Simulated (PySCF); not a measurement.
**A small calculation by hand: entropy of an ideal gas**

S₄, SMILES [S](=S)[S]=S (connectivity only; charge and spin as stated), neutral, multiplicity 1.

Geometry optimised at ωB97X-D3(BJ)/def2-SVP. Other conformers were not sampled.

ωB97X-D3(BJ)/def2-SVP (PySCF) gives the harmonic wavenumbers 157, 233, 360, 423, 691, 726 cm⁻¹ and the rotational temperatures 0.2222, 0.1118, 0.0744 K. The molar mass is 128.24 g/mol, the symmetry number 2, the spin multiplicity 1.

**Question.** Work out the entropy at 298.15 K and 1 atm in the rigid-rotor, harmonic-oscillator model.

**Answer.** 
Translation (Sackur–Tetrode at 1 atm): S = R[1.5 ln M + 2.5 ln T − 1.16487] = 169.3 J/(mol K).
Rotation: q = (√π/σ) T^1.5/√(θA θB θC) = 106000, S = R[ln q + 3/2] = 108.7 J/(mol K).
Vibration: with u = 1.4388 ν/T, each mode gives R[u/(e^u − 1) − ln(1 − e^−u)]:
```csv
ν (cm⁻¹),modes,u,S (J/(mol K))
157,1,0.76,10.82
233,1,1.12,7.76
360,1,1.74,4.69
423,1,2.04,3.69
691,1,3.33,1.33
726,1,3.50,1.16
```
These are all the modes. Sum 29.5 J/(mol K).
Spin: R ln 1 = 0.0 J/(mol K).
Total 307.4 J/(mol K); the program's own thermochemistry gives 307.4. Translation makes up 55 % and vibration 10 %. Anharmonicity, hindered rotation and orbital degeneracy are left out.
